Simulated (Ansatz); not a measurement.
Reaction (ligand exchange at the Al–S bond): `C[O][Al]([OH])[SH]` + H–F → `C[O][Al]([OH])[F]` + H₂S

Program: Ansatz. Geometries: PBE0-D4/def2-TZVP. ΔE: electronic, gas phase. CCSD(T)/CBS adds triple-zeta CCSD(T) − MP2 to the extrapolated MP2 energy (def2 sets, frozen cores). This one scheme is used for every species. DFT in def2-TZVPP. B3LYP here is the variant with VWN-RPA as its local correlation; programs differ in this. HSE06 is defined as in plane-wave codes. One conformer a species, not always the lowest.

```json
{"level": "ωB97M-V", "ΔE (kJ/mol)": "-74.3", "difference from CCSD(T)/CBS": "-3.1"}
{"level": "PBE", "ΔE (kJ/mol)": "-67.8", "difference from CCSD(T)/CBS": "3.4"}
{"level": "PBE0", "ΔE (kJ/mol)": "-67.0", "difference from CCSD(T)/CBS": "4.2"}
{"level": "B3LYP", "ΔE (kJ/mol)": "-83.3", "difference from CCSD(T)/CBS": "-12.1"}
{"level": "HSE06", "ΔE (kJ/mol)": "-66.4", "difference from CCSD(T)/CBS": "4.8"}
{"level": "CAM-B3LYP", "ΔE (kJ/mol)": "-86.1", "difference from CCSD(T)/CBS": "-14.9"}
{"level": "LC-ωPBE", "ΔE (kJ/mol)": "-74.8", "difference from CCSD(T)/CBS": "-3.6"}
{"level": "RPA@PBE/def2-TZVPP", "ΔE (kJ/mol)": "-77.2", "difference from CCSD(T)/CBS": "-6.0"}
{"level": "HF/def2-SVP", "ΔE (kJ/mol)": "-90.4", "difference from CCSD(T)/CBS": "-19.2"}
{"level": "MP2/def2-SVP", "ΔE (kJ/mol)": "-85.8", "difference from CCSD(T)/CBS": "-14.6"}
{"level": "CCSD/def2-SVP", "ΔE (kJ/mol)": "-89.2", "difference from CCSD(T)/CBS": "-18.0"}
{"level": "CCSD(T)/def2-SVP", "ΔE (kJ/mol)": "-87.1", "difference from CCSD(T)/CBS": "-15.9"}
{"level": "MP2/def2-QZVPP", "ΔE (kJ/mol)": "-70.9", "difference from CCSD(T)/CBS": "0.3"}
{"level": "SCS-MP2/def2-QZVPP", "ΔE (kJ/mol)": "-77.1", "difference from CCSD(T)/CBS": "-5.9"}
{"level": "MP2/CBS(def2)", "ΔE (kJ/mol)": "-68.7", "difference from CCSD(T)/CBS": "2.5"}
{"level": "CCSD/CBS(def2)", "ΔE (kJ/mol)": "-74.7", "difference from CCSD(T)/CBS": "-3.5"}
{"level": "CCSD(T)/CBS", "ΔE (kJ/mol)": "-71.2", "difference from CCSD(T)/CBS": "0"}
```

Largest T1 diagnostic among the species: 0.012.

In def2-TZVPP, CCSD(T) changes the Hartree–Fock value by +13.4 kJ/mol (the triples alone add +3.5 kJ/mol) and MP2 by +15.9 kJ/mol. At CCSD(T), def2-SVP lies −15.9 kJ/mol from the extrapolated value and def2-TZVPP −2.8 kJ/mol.
